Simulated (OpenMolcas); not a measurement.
## Pd5+ in a point-charge field

Pd5+ among 6 point charges of -1 e arranged as a tetragonal octahedron (D4h), 1.92 Å from the ion, with the axial distance 1.670 Å.

| Item | Value |
| --- | --- |
| Program | OpenMolcas 26.06 |
| Method | SS-CASPT2, IPEA 0.25 Eh, imaginary shift 0.1 Eh (closed shells correlated: 4s 4p) |
| Basis | ANO-RCC-VTZP [7s6p4d2f1g] |
| Scalar Hamiltonian | DKH2, point nucleus |
| Active space | 5 electrons in 5 orbitals (4d) |
| State averaging | 2S+1 = 6 even, 1 root; 2S+1 = 4 even, 24 roots; 2S+1 = 2 even, 75 roots |
| Spin-orbit coupling | RASSI with atomic mean-field integrals over the reference wave functions |

The lowest spin-free states (labels of D4, the rotations of D4h), above the lowest:

```csv
State,Degeneracy,E (cm-1),Free-ion L (%)
6A1,1,0,S (100)
4E,2,27810,G (77)
4B2,1,27910,G (91)
4B1,1,28850,G (97)
4A2,1,28860,G (86)
4E,2,29070,G (99)
4A1,1,29490,G (100)
4A1,1,29610,G (100)
4B2,1,33320,D (87)
4E,2,34190,D (49)
4B1,1,34270,D (95)
4A1,1,35340,D (100)
4A2,1,35930,P (86)
4E,2,37480,D (49)
2E,2,40900,I (75)
2B2,1,41470,I (79)
2B1,1,41790,I (86)
2E,2,41950,I (86)
2E,2,42240,I (90)
2A2,1,42260,I (91)
```

The lowest levels with spin-orbit coupling:

| E (cm-1) | Degeneracy | Label | 2S+1 | g |
| --- | --- | --- | --- | --- |
| 0 | 2 | E3/2 | 6 | 0.06 0.06 9.97 |
| 13 | 2 | E3/2 | 6 | 0.06 0.06 5.98 |
| 20 | 2 | E1/2 | 6 | 2.00 5.99 5.99 |
| 26790 | 2 | E3/2 | 4 | 2.25 2.25 3.69 |
| 26930 | 2 | E3/2 | 4 | 1.70 3.36 3.36 |
| 27550 | 2 | E1/2 | 4 | 0.11 0.11 8.57 |
| 27600 | 2 | E1/2 | 4 | 0.01 1.01 1.01 |
| 27660 | 2 | E3/2 | 4 | 0.69 0.69 4.70 |
| 28240 | 2 | E1/2 | 4 | 1.23 1.23 4.01 |
| 28450 | 2 | E3/2 | 4 | 1.08 1.58 1.58 |
| 28550 | 2 | E3/2 | 4 | 0.38 3.45 3.45 |
| 28760 | 2 | E1/2 | 4 | 0.15 2.19 2.19 |
| 28980 | 2 | E1/2 | 4 | 0.26 0.26 3.27 |
| 29110 | 2 | E1/2 | 4 | 1.39 1.39 10.75 |
| 29170 | 2 | E3/2 | 4 | 0.89 2.29 2.29 |
| 29190 | 2 | E1/2 | 4 | 2.67 2.67 4.58 |
| 29230 | 2 | E3/2 | 4 | 0.84 2.68 2.68 |
| 29440 | 2 | E1/2 | 4 | 1.42 2.86 2.86 |
| 29450 | 2 | E3/2 | 4 | 0.12 0.12 5.03 |
| 29670 | 2 | E3/2 | 4 | 0.73 0.73 4.63 |

Powder χT (cm3 K/mol): 3.38 at 2 K, 4.08 at 10 K, 4.34 at 50 K, 4.35 at 100 K, 4.36 at 200 K, 4.36 at 300 K. The effective moment at 300 K is 2.828 √(χT) = 5.90 μB.

The lowest level has 2S+1 = 6, for which the spin-only value is χT = S(S+1) / 2 = 4.375 cm3 K/mol (g = 2). The computed 4.356 at 300 K differs by -0.019, through a little spin-orbit mixing out of the ground term, against the free-electron g of 2.0023, which raises it.

Point charges give a weaker field than real ligands, and real ions of this kind are as a rule low spin; the high spin found here belongs to the model. Free-ion shares, where given, are those of the reference states; single-state CASPT2 does not remix them. Point charges carry no covalency, so the field is a model and not that of real ligands. No measured value stands beside these numbers.

The CASPT2 steps took 14 s on 1 thread of Arm Neoverse V1 (shared host); the integral step is not counted.
